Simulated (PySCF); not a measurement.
Job for PySCF: D3(BJ) and D4 dispersion corrections on GaH4NO (SMILES [NH2][GaH][OH]), a point of a torsion scan.

```python
from pyscf import gto
from pyscf.dispersion import dftd3, dftd4

mol = gto.M(
    atom='''
    N     1.29971670   -0.40595553    0.07731622
    Ga   -0.01263493    0.85810825    0.00639903
    O    -0.12471126    1.63203008   -1.52779960
    H     1.79688304   -0.63315471    0.92959776
    H     1.96272369   -0.38954979   -0.69205002
    H    -0.98868466    1.16032023    1.14488728
    H    -0.71199107    2.23985353   -1.96755834
    ''',
    basis='def2-svp',
    charge=0, spin=0, verbose=0, max_memory=1800)
d3, d4 = {}, {}
for xc in ['hf', 'pbe', 'blyp', 'revpbe', 'tpss', 'r2scan', 'b3lyp', 'pbe0', 'bhlyp', 'camb3lyp', 'b2plyp']:
    d3[xc] = float(dftd3.DFTD3Dispersion(mol, xc=xc, version='d3bj', atm=False).get_dispersion()['energy'])
    print(f'D3(BJ) {xc:10s} {d3[xc]:14.8f} Eh')
for xc in ['hf', 'pbe', 'blyp', 'revpbe', 'tpss', 'r2scan', 'b3lyp', 'pbe0', 'bhlyp', 'camb3lyp', 'b2plyp']:
    d4[xc] = float(dftd4.DFTD4Dispersion(mol, xc={'camb3lyp': 'cam-b3lyp'}.get(xc, xc), atm=True).get_dispersion()['energy'])
    print(f'D4     {xc:10s} {d4[xc]:14.8f} Eh')
```

The log:

```
D3(BJ) hf            -0.02944006 Eh
D3(BJ) pbe           -0.00321701 Eh
D3(BJ) blyp          -0.00712026 Eh
D3(BJ) revpbe        -0.00797798 Eh
D3(BJ) tpss          -0.00409691 Eh
D3(BJ) r2scan        -0.00086986 Eh
D3(BJ) b3lyp         -0.00588244 Eh
D3(BJ) pbe0          -0.00282801 Eh
D3(BJ) bhlyp         -0.00487433 Eh
D3(BJ) camb3lyp      -0.00264495 Eh
D3(BJ) b2plyp        -0.00285425 Eh
D4     hf            -0.01339328 Eh
D4     pbe           -0.00374356 Eh
D4     blyp          -0.00827417 Eh
D4     revpbe        -0.01109927 Eh
D4     tpss          -0.00503540 Eh
D4     r2scan        -0.00085689 Eh
D4     b3lyp         -0.00609195 Eh
D4     pbe0          -0.00313078 Eh
D4     bhlyp         -0.00482580 Eh
D4     camb3lyp      -0.00317660 Eh
D4     b2plyp        -0.00257732 Eh
```

The run finished.

Cost: roughly 0.020 core-seconds.
